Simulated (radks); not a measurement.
Problem. Species: Eu26+. Configuration: [Kr] 4d1. Method: Dirac Kohn-Sham, PBE, spin-unpolarised, spherical densities, point nucleus; open shells are shared between the two j in proportion to 2j + 1; computed with a radial shooting solver on a logarithmic mesh with Libxc functionals. Some entries of the table are withheld. Estimate them.

| orbital | occ. | eigenvalue (hartree) | <1/r> (bohr^-1) | <r> (bohr) |
|---|---|---|---|---|
| 1s1/2 | 2 | -1807.347 | 70.25 | 0.02232 |
| 2s1/2 | 2 | -323.0252 | 16.74 | 0.09452 |
| 2p1/2 | 2 | (1) | (2) | 0.07902 |
| 2p3/2 | 4 | (3) | (4) | 0.08574 |
| 3s1/2 | 2 | -94.57810 | 6.145 | 0.2471 |
| 3p1/2 | 2 | -88.19125 | (5) | (6) |
| 3p3/2 | 4 | -83.23359 | (7) | (8) |
| 3d3/2 | 4 | (9) | 5.465 | 0.2204 |
| 3d5/2 | 6 | (10) | 5.347 | 0.2243 |
| 4s1/2 | 2 | -39.87204 | 2.812 | 0.5195 |
| 4p1/2 | 2 | -37.27485 | 2.739 | 0.5216 |
| 4p3/2 | 4 | -35.87676 | 2.589 | 0.5412 |
| 4d3/2 | 0.4 | -31.58867 | (11) | 0.5400 |
| 4d5/2 | 0.6 | -31.29569 | (12) | 0.5457 |

Solution. 
(1) 2p1/2 eigenvalue (hartree): -308.1014
(2) 2p1/2 <1/r> (bohr^-1): 16.71
(3) 2p3/2 eigenvalue (hartree): -284.2676
(4) 2p3/2 <1/r> (bohr^-1): 14.83
(5) 3p1/2 <1/r> (bohr^-1): 6.060
(6) 3p1/2 <r> (bohr): 0.2366
(7) 3p3/2 <1/r> (bohr^-1): 5.588
(8) 3p3/2 <r> (bohr): 0.2490
(9) 3d3/2 eigenvalue (hartree): -72.31145
(10) 3d5/2 eigenvalue (hartree): -71.22334
(11) 4d3/2 <1/r> (bohr^-1): 2.461
(12) 4d5/2 <1/r> (bohr^-1): 2.425
